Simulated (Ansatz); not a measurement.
Basis-set series for `CC(=O)O[Si](F)(F)F`. The species carries charge 0 and has multiplicity 1. All single points use the PBE0-D4/def2-TZVP geometry. It is one conformer, not always the lowest.

| atom | x (Å) | y (Å) | z (Å) |
| --- | --- | --- | --- |
| C1 | -0.501 | 1.261 | -1.434 |
| C2 | -0.570 | 0.184 | -0.407 |
| O3 | -1.521 | -0.486 | -0.133 |
| O4 | 0.621 | 0.014 | 0.235 |
| Si5 | 0.768 | -1.123 | 1.406 |
| F6 | -0.174 | -0.847 | 2.623 |
| F7 | 0.533 | -2.570 | 0.861 |
| F8 | 2.251 | -1.018 | 1.898 |
| H9 | -0.208 | 2.199 | -0.960 |
| H10 | -1.467 | 1.368 | -1.920 |
| H11 | 0.269 | 1.016 | -2.168 |

```csv
functional,basis,functions,energy (Eh),HOMO (eV),LUMO (eV)
PBE0-D4,def2-TZVPP,301,-817.36107,-8.85,-0.62
PBE0-D4,def2-QZVPP,559,-817.40112,-8.89,-0.67
ωB97M-V,def2-TZVPP,301,-817.86299,-11.30,1.70
ωB97M-V,def2-QZVPP,559,-817.90039,-11.34,1.46
```

Task: Give the rows for def2-SVP. (An estimate is asked.)

Result: Computed: 
| functional | basis | functions | energy (Eh) | HOMO (eV) | LUMO (eV) |
| --- | --- | --- | --- | --- | --- |
| PBE0-D4 | def2-SVP | 131 | -816.59192 | -8.78 | -0.49 |
| ωB97M-V | def2-SVP | 131 | -817.08053 | -11.21 | 1.89 |

Positive LUMOs are unbound and depend on the basis.
